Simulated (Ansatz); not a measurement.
Sn(vinyl)3(OEt) (C₈H₁₄OSn), relaxed as a singlet with RKS r2SCAN-D4/def2-SVP in Ansatz, starting from the GFN2-xTB geometry. Force threshold 0.03 eV/Å.

In the def2 sets Sn takes a core potential; there is no spin–orbit coupling.

Start:

```xyz
24

Sn   -0.270   -0.294    0.636
C    -0.006    1.356    2.024
C    -0.301    1.327    3.308
H     0.409    2.245    1.571
H    -0.715    0.456    3.789
H    -0.142    2.185    3.946
C    -2.316   -0.881    0.092
C    -3.300   -0.022   -0.079
H    -2.484   -1.938   -0.069
H    -3.169    1.039    0.070
H    -4.291   -0.337   -0.379
C     0.974   -2.080    0.920
C     2.174   -2.055    1.465
H     0.563   -3.013    0.555
H     2.615   -1.145    1.839
H     2.778   -2.948    1.561
O     0.489    0.698   -0.959
C     0.623    0.207   -2.256
C     1.252    1.291   -3.120
H     1.259   -0.689   -2.273
H    -0.355   -0.072   -2.672
H     1.366    0.937   -4.141
H     0.620    2.175   -3.111
H     2.225    1.557   -2.717
```

(1) Estimate the energy that the relaxation releases and the steps that it takes.

(2) Does the start keep its bonding?

(3) Predict the relaxed structure.

## Answers

(1) 5.4 kcal/mol, in 18 steps; 32 s on 2 threads of AMD EPYC 7R13 on a shared host and a share (18 GiB) of an NVIDIA H100 80GB HBM3. No frequencies were taken in this run, so the end may be a saddle point.

(2) By distances, no bond broke or formed. The bond that changes most is Sn1–C7, from 2.20 to 2.15 Å (atoms count from 1).

(3) 
Cartesian coordinates in Å:
```
Sn -0.2043 -0.1730 0.3961
C -0.0897 1.3012 1.9337
C -0.2767 1.0343 3.2336
H 0.1480 2.3272 1.6214
H -0.5134 0.0273 3.6007
H -0.2030 1.8153 4.0023
C -2.2258 -0.6691 -0.1223
C -3.2635 -0.0240 0.4286
H -2.4197 -1.4717 -0.8481
H -3.1282 0.7836 1.1608
H -4.3030 -0.2720 0.1741
C 0.9865 -1.8967 0.8591
C 1.9128 -1.8584 1.8263
H 0.8324 -2.8313 0.3029
H 2.1049 -0.9520 2.4145
H 2.5281 -2.7334 2.0770
O 0.6152 0.8051 -1.1546
C 0.7043 0.1904 -2.4194
C 1.3233 1.1713 -3.3959
H 1.3244 -0.7334 -2.3820
H -0.2970 -0.1202 -2.7946
H 1.4135 0.7317 -4.4024
H 0.7051 2.0802 -3.4621
H 2.3258 1.4676 -3.0496
```
Bond lengths: 4 × C–C 1.34 to 1.52 Å; 3 × C–Sn 2.13 to 2.15 Å; 1 × O–Sn 2.01 Å; 1 × C–O 1.41 Å; 14 × C–H 1.10 to 1.11 Å.
